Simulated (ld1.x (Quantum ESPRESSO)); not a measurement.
**Transferability test, RRKJ potential for La**

- Element: La
- Generator: ld1.x (Quantum ESPRESSO) 7.5
- Type: norm-conserving RRKJ (Kleinman–Bylander form)
- Functional: PBEsol
- Relativity: scalar-relativistic
- Frozen core: [Xe]
- Valence charge: 3
- Reference configuration: 4f0 5d1 6s1.5 6p0.5
- Partial waves: 6p (bound): rc 3.95 bohr; 5d (bound): rc 3.20 bohr; 4f (bound, empty): rc 1.20 bohr; 6s (bound): rc 3.15 bohr
- Local potential: the s channel
- Core correction: none

Energies are relative to the spin-unpolarised reference configuration 4f0 5d1 6s1.5 6p0.5; without spin polarisation the order of configurations can differ from experiment. Not all tests gave a result: 1 of 7 tests not solved or not reliable. Left out of the table: 4f1 5d0 6s2 6p0 (all-electron atom not converged, printed error -507 eV).

```json
{"valence configuration": "4f0 5d1 6s2 6p0", "charge": "0", "ΔE all-electron (eV)": "-1.193", "error AE − PS (meV)": "-0.9"}
{"valence configuration": "4f0 5d1 6s1 6p0", "charge": "+1", "ΔE all-electron (eV)": "4.806", "error AE − PS (meV)": "-12"}
{"valence configuration": "4f0 5d1 6s0 6p0", "charge": "+2", "ΔE all-electron (eV)": "15.653", "error AE − PS (meV)": "+21"}
{"valence configuration": "4f0 5d0 6s2 6p0", "charge": "+1", "ΔE all-electron (eV)": "5.210", "error AE − PS (meV)": "+170"}
{"valence configuration": "4f0 5d0 6s2 6p1", "charge": "0", "ΔE all-electron (eV)": "1.134", "error AE − PS (meV)": "+128"}
```

Task: What are ΔE and the potential's error for 4f0 5d1 6s0 6p2?

Result: ΔE = 3.704 eV all-electron; the error (AE − PS) is -11 meV.

ld1.x printed “convergence not achieved” for 4 of the counted tests; their residual had stalled under 1e-8, short of the target of 1e-14.
